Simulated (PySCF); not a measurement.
A series of related molecules.

All values: PBE0/def2-SVPD (PySCF) at PBE0-D3(BJ)/def2-SVP geometries, gas phase, one conformer each. Core orbitals are frozen in the response; Δα² is half the sum of the squared differences of the principal polarisabilities. The calculation is non-relativistic, for germanium too.

(1) Rank by dipole moment, lowest first.
A. `FB1C=CBC=C1`
B. `[GeH3:1][O:2][B:3]1[CH:4]=[CH:5][BH:6][CH:7]=[CH:8]1` with Ge1–O2–B3–C4 180°
C. `[SiH3:1][O:2][B:3]1[CH:4]=[CH:5][BH:6][CH:7]=[CH:8]1` with Si1–O2–B3–C4 179°
D. `[CH2:1]=[CH:2][B:3]1[CH:4]=[CH:5][BH:6][CH:7]=[CH:8]1` with C1–C2–B3–C4 176°

(2) Rank by polarisability anisotropy Δα, highest first.
A. `[CH2:1]=[CH:2][B:3]1[CH:4]=[CH:5][BH:6][CH:7]=[CH:8]1` with C1–C2–B3–C4 176°
B. `FB1C=CBC=C1`
C. `[GeH3:1][O:2][B:3]1[CH:4]=[CH:5][BH:6][CH:7]=[CH:8]1` with Ge1–O2–B3–C4 180°

## Answers

(1) A (0.70 D), C (1.49 D), D (1.69 D), B (2.39 D).

(2) A (12.09 Å³), C (9.74 Å³), B (6.03 Å³).

All values together:

```json
{"SMILES": "C=CB1C=CBC=C1", "formula": "C6H8B2", "μ (D)": "1.69", "HOMO (eV)": "-7.54", "LUMO (eV)": "-3.39", "α (Å³)": "15.14", "Δα (Å³)": "12.09", "electrons": "54", "α per electron (Å³)": "0.280", "ΔSCF removal energy (eV)": "9.34"}
{"SMILES": "FB1C=CBC=C1", "formula": "C4H5B2F", "μ (D)": "0.70", "HOMO (eV)": "-7.93", "LUMO (eV)": "-3.44", "α (Å³)": "10.36", "Δα (Å³)": "6.03", "electrons": "48", "α per electron (Å³)": "0.216", "ΔSCF removal energy (eV)": "9.89"}
{"SMILES": "[SiH3]OB1C=CBC=C1", "formula": "C4H8B2OSi", "μ (D)": "1.49", "HOMO (eV)": "-7.62", "LUMO (eV)": "-3.07", "α (Å³)": "15.35", "Δα (Å³)": "9.60", "electrons": "64", "α per electron (Å³)": "0.240", "ΔSCF removal energy (eV)": "9.47"}
{"SMILES": "[GeH3][O]B1C=CBC=C1", "formula": "C4H8B2GeO", "μ (D)": "2.39", "HOMO (eV)": "-7.53", "LUMO (eV)": "-2.94", "α (Å³)": "15.86", "Δα (Å³)": "9.74", "electrons": "82", "α per electron (Å³)": "0.193", "ΔSCF removal energy (eV)": "9.35"}
```

Conformers: `[CH2:1]=[CH:2][B:3]1[CH:4]=[CH:5][BH:6][CH:7]=[CH:8]1` with C1–C2–B3–C4 176°; `[SiH3:1][O:2][B:3]1[CH:4]=[CH:5][BH:6][CH:7]=[CH:8]1` with Si1–O2–B3–C4 179°; `[GeH3:1][O:2][B:3]1[CH:4]=[CH:5][BH:6][CH:7]=[CH:8]1` with Ge1–O2–B3–C4 180°.
